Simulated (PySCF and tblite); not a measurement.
The numbers below are computed, except where a source is named.
Molecule: C6H10F2, numbered as in [CH3:1][C@H:2]1[CH2:3][CH2:4][C:5]([F:6])([F:7])[CH2:8]1.

The ring 2–3–4–5–8 is held at Altona–Sundaralingam phase angles P (ν_j = ν_max cos(P + 144°(j − 2)), ν_j about the bond from ring atom j to j + 1, counted from 0) and the rest relaxed at GFN2-xTB. Energies: PBE0/pcSseg-1 + D3(BJ), IEF-PCM chloroform. (tblite 0.8, PySCF 2.14.)

GFN2-xTB profile:

(phase angle P °, kcal/mol): (18, 1.62), (36, 1.59), (54, 1.30), (72, 0.78), (90, 0.29), (108, 0.24), (126, 0.49), (144, 0.78), (162, 1.15), (180, 1.50), (198, 1.64), (216, 1.47), (234, 1.05), (252, 0.53), (270, 0.15), (288, 0.00), (306, 0.15), (324, 0.54), (342, 1.04), (360, 1.44)

(1) Give the DFT energy and dipole along the phase angle P.

(2) How free is the pseudorotation?

## Answers

(1) 
| phase angle P ° | E kcal/mol | dipole D | amplitude ° |
| --- | --- | --- | --- |
| 36 | 1.59 | 2.93 | 34 |
| 72 | 1.09 | 2.94 | 36 |
| 108 | 0.77 | 2.99 | 39 |
| 144 | 0.95 | 2.97 | 38 |
| 180 | 1.25 | 2.93 | 37 |
| 216 | 0.97 | 2.93 | 36 |
| 252 | 0.09 | 2.97 | 39 |
| 288 | 0.00 | 3.03 | 40 |
| 324 | 0.31 | 2.99 | 40 |
| 360 | 1.16 | 2.95 | 37 |

(2) The sampled points span 1.59 kcal/mol, from P = 288° to P = 36°; RT at 298 K is 0.59 kcal/mol, so it is hindered but fast.
